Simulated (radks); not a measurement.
Results of a calculation; reference values are marked as such.
Question: Ionisation of neutral nitrogen, [He] 2s2 2p3, to N+, [He] 2s2 2p2, under several functionals. Scalar-relativistic Kohn-Sham, spin-polarised, spherical densities, finite nucleus; open shells are filled with parallel spins first; a radial shooting solver on a logarithmic mesh with Libxc functionals. The NIST Atomic Spectra Database gives 14.534 eV (measured). Rank these functionals by the error of their Delta-SCF ionisation energy: MS2 meta-GGA; B86b exchange with PBE correlation; PW91; exchange-only PBE; PBEsol; exchange-only B88; LDA (Slater exchange, Perdew-Wang correlation); OLYP.

Answer: From best to worst: exchange-only B88 14.291 eV (-0.243); exchange-only PBE 14.277 eV (-0.258); OLYP 14.828 eV (+0.293); PBEsol 14.848 eV (+0.313); B86b exchange with PBE correlation 14.938 eV (+0.404); LDA (Slater exchange, Perdew-Wang correlation) 14.988 eV (+0.454); PW91 14.990 eV (+0.456); MS2 meta-GGA 15.170 eV (+0.636). Open shells are spherical and high-spin; term and fine-structure splittings are not resolved.
